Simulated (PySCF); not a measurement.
C3H5ClOSi, SMILES Cl[Si@@H]1C=COC1.

Geometry optimised at PBE-D3(BJ)/def2-SVP. The structure was generated by enumeration; whether it is a known compound was not checked. One conformer was computed; it need not be the lowest.

Method: PBE-D3(BJ)/def2-SVP in PySCF.

Frequencies are harmonic and unscaled.

```json
[
 {"mode": "1", "ν (cm⁻¹)": "96", "IR (km/mol)": "1.2", "moving atoms (share of kinetic energy)": "C 26 %, O 24 %, Cl 22 %, H 17 %, Si 11 %"},
 {"mode": "2", "ν (cm⁻¹)": "154", "IR (km/mol)": "1.4", "moving atoms (share of kinetic energy)": "C 26 %, Cl 26 %, Si 20 %, H 20 %"},
 {"mode": "3", "ν (cm⁻¹)": "219", "IR (km/mol)": "2.3", "moving atoms (share of kinetic energy)": "C 32 %, H 27 %, Cl 18 %, Si 12 %, O 11 %"},
 {"mode": "4", "ν (cm⁻¹)": "407", "IR (km/mol)": "2.6", "moving atoms (share of kinetic energy)": "C 39 %, Cl 19 %, H 19 %, O 14 %, Si 9 %"},
 {"mode": "5", "ν (cm⁻¹)": "461", "IR (km/mol)": "39.9", "moving atoms (share of kinetic energy)": "Si 32 %, C 32 %, H 15 %, O 13 %"},
 {"mode": "6", "ν (cm⁻¹)": "541", "IR (km/mol)": "71.2", "moving atoms (share of kinetic energy)": "Si 43 %, Cl 21 %, C 18 %, O 9 %, H 8 %"},
 {"mode": "7", "ν (cm⁻¹)": "612", "IR (km/mol)": "7.1", "moving atoms (share of kinetic energy)": "H 57 %, C 30 %, Si 10 %"},
 {"mode": "8", "ν (cm⁻¹)": "654", "IR (km/mol)": "25.4", "moving atoms (share of kinetic energy)": "C 37 %, H 28 %, Si 26 %, O 8 %"},
 {"mode": "9", "ν (cm⁻¹)": "710", "IR (km/mol)": "20.6", "moving atoms (share of kinetic energy)": "H 76 %, C 17 %"},
 {"mode": "10", "ν (cm⁻¹)": "722", "IR (km/mol)": "24.1", "moving atoms (share of kinetic energy)": "H 74 %, C 21 %"},
 {"mode": "11", "ν (cm⁻¹)": "741", "IR (km/mol)": "9.2", "moving atoms (share of kinetic energy)": "C 53 %, H 27 %, Si 16 %"},
 {"mode": "12", "ν (cm⁻¹)": "830", "IR (km/mol)": "159.1", "moving atoms (share of kinetic energy)": "H 83 %, Si 10 %"},
 {"mode": "13", "ν (cm⁻¹)": "843", "IR (km/mol)": "17.8", "moving atoms (share of kinetic energy)": "C 48 %, H 30 %, O 11 %, Si 11 %"},
 {"mode": "14", "ν (cm⁻¹)": "901", "IR (km/mol)": "36.8", "moving atoms (share of kinetic energy)": "C 49 %, O 37 %, H 14 %"},
 {"mode": "15", "ν (cm⁻¹)": "931", "IR (km/mol)": "2.3", "moving atoms (share of kinetic energy)": "H 72 %, C 28 %"},
 {"mode": "16", "ν (cm⁻¹)": "1006", "IR (km/mol)": "46.5", "moving atoms (share of kinetic energy)": "H 60 %, C 21 %, O 19 %"},
 {"mode": "17", "ν (cm⁻¹)": "1150", "IR (km/mol)": "57.5", "moving atoms (share of kinetic energy)": "H 58 %, C 37 %"},
 {"mode": "18", "ν (cm⁻¹)": "1168", "IR (km/mol)": "5.2", "moving atoms (share of kinetic energy)": "H 89 %"},
 {"mode": "19", "ν (cm⁻¹)": "1250", "IR (km/mol)": "32.0", "moving atoms (share of kinetic energy)": "H 60 %, O 26 %, C 14 %"},
 {"mode": "20", "ν (cm⁻¹)": "1295", "IR (km/mol)": "14.1", "moving atoms (share of kinetic energy)": "H 57 %, C 40 %"},
 {"mode": "21", "ν (cm⁻¹)": "1384", "IR (km/mol)": "10.4", "moving atoms (share of kinetic energy)": "H 88 %, C 9 %"},
 {"mode": "22", "ν (cm⁻¹)": "1571", "IR (km/mol)": "173.3", "moving atoms (share of kinetic energy)": "C 87 %, H 10 %"},
 {"mode": "23", "ν (cm⁻¹)": "2186", "IR (km/mol)": "107.3", "moving atoms (share of kinetic energy)": "H 97 %"},
 {"mode": "24", "ν (cm⁻¹)": "2990", "IR (km/mol)": "8.7", "moving atoms (share of kinetic energy)": "H 94 %"},
 {"mode": "25", "ν (cm⁻¹)": "3059", "IR (km/mol)": "3.0", "moving atoms (share of kinetic energy)": "H 90 %, C 10 %"},
 {"mode": "26", "ν (cm⁻¹)": "3109", "IR (km/mol)": "9.2", "moving atoms (share of kinetic energy)": "H 92 %, C 8 %"},
 {"mode": "27", "ν (cm⁻¹)": "3179", "IR (km/mol)": "1.6", "moving atoms (share of kinetic energy)": "H 91 %, C 9 %"}
]
```
